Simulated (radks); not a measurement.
Values are calculated unless marked as measured or tabulated.
Problem. All-electron atom: Ag I in [Kr] 4d10 5s1. Code: a radial shooting solver on a logarithmic mesh with Libxc functionals. Model: Dirac Kohn-Sham, LDA (Slater exchange, Perdew-Wang correlation), spin-unpolarised, spherical densities, point nucleus; speed of light set to 205.554 atomic units (1.5 times the physical value, a model run).

Spin-orbit splittings of the eigenvalues, e(l+1/2) - e(l-1/2), with zeta = 2 splitting/(2l+1) and mean radii in bohr:

shell  occ.  splitting (eV)  zeta (eV)  <r> j=l-1/2  <r> j=l+1/2
2p        6           74.70      49.80       0.1175       0.1197
3p        6               ?          ?       0.3679       0.3727
3d       10           2.774      1.110       0.3450       0.3466
4p        6           2.185      1.457       0.9985        1.013
4d       10          0.2522     0.1009        1.405        1.416
5p        0         0.05450    0.03633        4.977        5.086

Estimate the 3p splitting.

Solution. 13.13 eV (zeta = 8.753 eV).
